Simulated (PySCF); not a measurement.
A TDDFT job was run through a driver script with this input:

```
{"job": {"kind": "uv", "xc": "wB97X-D", "basis": "def2-SVPD", "nstates": 8, "ntriplets": 3}, "charge": 0, "multiplicity": 1}
C      1.991923    -1.875946     0.880995
C      1.232088    -1.279377     0.153509
Ga    -0.146677    -0.469236    -0.978628
C     -1.910955    -0.076684    -0.008548
N     -2.131997    -0.302479     1.212300
N      0.579774     1.454283    -0.911541
C      0.837513     2.481215    -0.474368
H      2.677690    -2.380595     1.505456
H     -0.071005    -0.627878    -2.520608
H     -2.769462     0.353774    -0.540050
H     -1.342166    -0.712861     1.723493
H      1.054472     3.435098    -0.068037
```

Its output, with some lines taken out ([cut]):

```
coarse grid: 50736 points
cycle   1  E = -2189.0782445549  dE =  1.809e-01  |g| = 6.874e-01  |ddm| = 7.291e+00
cycle   2  E = -2189.0531694311  dE =  2.508e-02  |g| = 8.647e-01  |ddm| = 2.862e+00
cycle   3  E = -2189.1863766914  dE = -1.332e-01  |g| = 1.211e-01  |ddm| = 1.531e+00
cycle   4  E = -2189.1889053478  dE = -2.529e-03  |g| = 6.952e-02  |ddm| = 2.746e-01
cycle   5  E = -2189.1898144661  dE = -9.091e-04  |g| = 1.700e-02  |ddm| = 1.232e-01
cycle   6  E = -2189.1898812131  dE = -6.675e-05  |g| = 4.776e-03  |ddm| = 4.194e-02
cycle   7  E = -2189.1898872036  dE = -5.990e-06  |g| = 2.424e-03  |ddm| = 1.882e-02
final grid: 106968 points
cycle   8  E = -2189.1902793907  dE = -1.058e-06  |g| = 2.861e-03  |ddm| = 1.450e-02
cycle   9  E = -2189.1902782723  dE =  1.118e-06  |g| = 3.784e-03  |ddm| = 1.239e-02
cycle  10  E = -2189.1902811103  dE = -2.838e-06  |g| = 2.701e-04  |ddm| = 6.861e-03
cycle  11  E = -2189.1902811285  dE = -1.820e-08  |g| = 1.282e-04  |ddm| = 5.760e-04
cycle  12  E = -2189.1902811369  dE = -8.346e-09  |g| = 6.899e-05  |ddm| = 5.346e-04
cycle  13  E = -2189.1902811391  dE = -2.216e-09  |g| = 2.342e-05  |ddm| = 2.398e-04
cycle  14  E = -2189.1902811394  dE = -2.865e-10  |g| = 1.008e-05  |ddm| = 7.340e-05
converged SCF energy = -2189.1902811394

[cut]

Singlet excitations
state   eV       nm        f      main configurations
  1   3.8898    318.7   0.00575   H->L+2 0.47, H->L 0.34, H->L+5 0.12
[cut]
[cut]
[cut]
  5   6.0848    203.8   0.01250   H->L+3 0.31, H->L+5 0.20, H->L+4 0.14
[cut]
  7   6.2673    197.8   0.00276   H-1->L 0.50, H-1->L+1 0.18, H-2->L 0.09
  8   6.2827    197.3   0.01276   H->L+5 0.28, H->L+3 0.19, H-2->L 0.15

[cut]
```

Method used: TDDFT wB97X-D/def2-SVPD, vertical, gas phase, core orbitals frozen in the response (PySCF 2.14.0, density-fitted response routines). Isolated species at its GFN2-xTB geometry (one conformer only). Relativistic effects, spin–orbit coupling among them, are left out although an element past zinc is present.

Problem. Restore the lines that were cut, in order.

Solution. 
```
Static polarisability (au): isotropic 86.859, principal 77.930 86.431 96.217
  2   4.6259    268.0   0.00178   H->L+1 0.80, H->L 0.17
  3   4.8696    254.6   0.07321   H->L 0.48, H->L+2 0.28, H->L+1 0.16
  4   5.8555    211.7   0.00782   H-1->L 0.20, H-1->L+2 0.18, H->L+5 0.15
  6   6.1526    201.5   0.00826   H-2->L 0.35, H-1->L+1 0.17
Triplet excitations (Tamm-Dancoff, eV): 3.2099 4.5055 4.6041
```

Problem. Give the energy of state 4 in hartree, cm⁻¹ and kJ/mol.

Solution. 0.21519 hartree, 47228 cm⁻¹, 565.0 kJ/mol.

Problem. What transition dipole goes with state 3?

Solution. |μ|² = 3f / (2ΔE) = 3 × 0.0732 / (2 × 0.1790) ≈ 0.614 au, so |μ| = 1.99 D.

Problem. What is the gap between the lowest singlet and the lowest triplet?

Solution. 3.8898 − 3.2099 = 0.6799 eV (full response against Tamm–Dancoff).

Problem. Which species is it?

Solution. `[H]/N=[CH]\[Ga@H-]([C]#C)[N+]#C` (C4H5GaN2), point group C1.

The SCF starts on a coarse grid; the energy jumps when the final grid takes over, and dE counts afresh there. H and L stand for HOMO and LUMO.

The values belong to the conformer `[H]/[N:5]=[CH:4]\[Ga@H-:3]([C:2]#[CH:1])[N+:6]#[CH:7]`: C2–Ga3–C4–N5 1°, C2–Ga3–N6–C7 -71°.

The pairwise dispersion term of wB97X-D wasn't added to the energies; at a given geometry it leaves orbitals and properties as they are.
